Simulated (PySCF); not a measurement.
Species: C11H12F2.
Numbering: `[CH:1]#[C:2][C:3](/[CH:4]=[C:5](\[F:6])[CH:7]([CH3:8])[CH3:9])=[CH:10]/[C:11](=[CH2:12])[F:13]` (hydrogens: H14 on C1; H15 on C4; H16 on C7; H17, H18, H19 on C8; H20, H21, H22 on C9; H23 on C10; H24, H25 on C12)

A GFN2-xTB structure was refined with PySCF, PBE0-D3(BJ)/def2-SVP geometry optimisation, gas phase. Its GFN2-xTB values:

```csv
coordinate,GFN2-xTB
C1–H14,1.027 Å
C2–C3,1.415 Å
C3–C4,1.501 Å
C3=C10,1.349 Å
C4=C5,1.310 Å
C4–H15,1.065 Å
C5–F6,1.336 Å
C5–C7,1.516 Å
C7–C8,1.526 Å
C7–H16,1.112 Å
C8–H17,1.077 Å
C10–C11,1.436 Å
C10–H23,1.080 Å
C11=C12,1.322 Å
C12–H24,1.070 Å
C12–H25,1.071 Å
C1–C2–C3,179.5°
C2–C3–C4,116.7°
C2–C3–C10,118.2°
C3–C4–C5,126.4°
C4–C5–F6,122.9°
C4–C5–C7,124.3°
C8–C7–C9,110.5°
C12–C11–F13,116.3°
C2–C3–C4–C5,-14°
C2–C3–C10–C11,178°
C3–C4–C5–F6,-2°
C3–C10–C11–C12,177°
```

How do these coordinates change at the PBE0-D3(BJ)/def2-SVP level?

```json
{"coordinate": "C1–H14", "PBE0-D3(BJ)/def2-SVP (Å or °)": "1.074", "change": "+0.047"}
{"coordinate": "C3–C4", "PBE0-D3(BJ)/def2-SVP (Å or °)": "1.458", "change": "-0.043"}
{"coordinate": "C4=C5", "PBE0-D3(BJ)/def2-SVP (Å or °)": "1.344", "change": "+0.034"}
{"coordinate": "C8–H17", "PBE0-D3(BJ)/def2-SVP (Å or °)": "1.100", "change": "+0.023"}
{"coordinate": "C4–H15", "PBE0-D3(BJ)/def2-SVP (Å or °)": "1.087", "change": "+0.022"}
{"coordinate": "C12–H24", "PBE0-D3(BJ)/def2-SVP (Å or °)": "1.090", "change": "+0.020"}
{"coordinate": "C5–C7", "PBE0-D3(BJ)/def2-SVP (Å or °)": "1.496", "change": "-0.020"}
{"coordinate": "C3=C10", "PBE0-D3(BJ)/def2-SVP (Å or °)": "1.369", "change": "+0.020"}
{"coordinate": "C11=C12", "PBE0-D3(BJ)/def2-SVP (Å or °)": "1.342", "change": "+0.020"}
{"coordinate": "C12–H25", "PBE0-D3(BJ)/def2-SVP (Å or °)": "1.089", "change": "+0.018"}
{"coordinate": "C2–C3", "PBE0-D3(BJ)/def2-SVP (Å or °)": "1.433", "change": "+0.018"}
{"coordinate": "C10–H23", "PBE0-D3(BJ)/def2-SVP (Å or °)": "1.092", "change": "+0.012"}
{"coordinate": "C7–H16", "PBE0-D3(BJ)/def2-SVP (Å or °)": "1.102", "change": "-0.010"}
{"coordinate": "C10–C11", "PBE0-D3(BJ)/def2-SVP (Å or °)": "1.444", "change": "+0.008"}
{"coordinate": "C7–C8", "PBE0-D3(BJ)/def2-SVP (Å or °)": "1.530", "change": "+0.004"}
{"coordinate": "C5–F6", "PBE0-D3(BJ)/def2-SVP (Å or °)": "1.333", "change": "-0.003"}
{"coordinate": "C2–C3–C4", "PBE0-D3(BJ)/def2-SVP (Å or °)": "119.9", "change": "+3.2"}
{"coordinate": "C2–C3–C10", "PBE0-D3(BJ)/def2-SVP (Å or °)": "115.7", "change": "-2.5"}
{"coordinate": "C1–C2–C3", "PBE0-D3(BJ)/def2-SVP (Å or °)": "177.6", "change": "-1.9"}
{"coordinate": "C12–C11–F13", "PBE0-D3(BJ)/def2-SVP (Å or °)": "118.1", "change": "+1.8"}
{"coordinate": "C3–C4–C5", "PBE0-D3(BJ)/def2-SVP (Å or °)": "128.0", "change": "+1.6"}
{"coordinate": "C4–C5–C7", "PBE0-D3(BJ)/def2-SVP (Å or °)": "125.8", "change": "+1.5"}
{"coordinate": "C4–C5–F6", "PBE0-D3(BJ)/def2-SVP (Å or °)": "121.8", "change": "-1.1"}
{"coordinate": "C8–C7–C9", "PBE0-D3(BJ)/def2-SVP (Å or °)": "111.5", "change": "+1.0"}
{"coordinate": "C2–C3–C4–C5", "PBE0-D3(BJ)/def2-SVP (Å or °)": "-6", "change": "+8"}
{"coordinate": "C3–C10–C11–C12", "PBE0-D3(BJ)/def2-SVP (Å or °)": "180", "change": "+3"}
{"coordinate": "C2–C3–C10–C11", "PBE0-D3(BJ)/def2-SVP (Å or °)": "180", "change": "+2"}
{"coordinate": "C3–C4–C5–F6", "PBE0-D3(BJ)/def2-SVP (Å or °)": "0", "change": "+2"}
```

The energy falls by 6.3 kcal/mol over 10 energy and gradient evaluations, the largest force component goes from 0.0607 to 2.6e-04 Eh/bohr, and the atoms move by 0.176 Å rms after alignment. The bond that changes most is C1–H14 (terminal alkyne carbon to alkyne hydrogen), which lengthens by 0.047 Å. Bonds longer at the end by more than 0.005 Å: 14 of 24; shorter: 4. Rotational constants go from 1151, 449.3, 346.1 to 1125, 445.3, 342.5 MHz.

The run used 242 basis functions and 74 SCF cycles in all. Time: 3.7 min wall, 8.9 min CPU; peak memory 1.7 GiB. Hardware: 2 threads, AMD EPYC 7R13 (x86_64), no GPU, shared host.

Not checked by PBE0-D3(BJ)/def2-SVP frequencies. The numbers are those of one conformer.

The values belong to the conformer `[CH:1]#[C:2][C:3](/[CH:4]=[C:5](\[F:6])[CH:7]([CH3:8])[CH3:9])=[CH:10]/[C:11](=[CH2:12])[F:13]`: C2–C3–C4–C5 -6°, C4–C5–C7–C8 116°, C3–C10–C11–C12 180°.
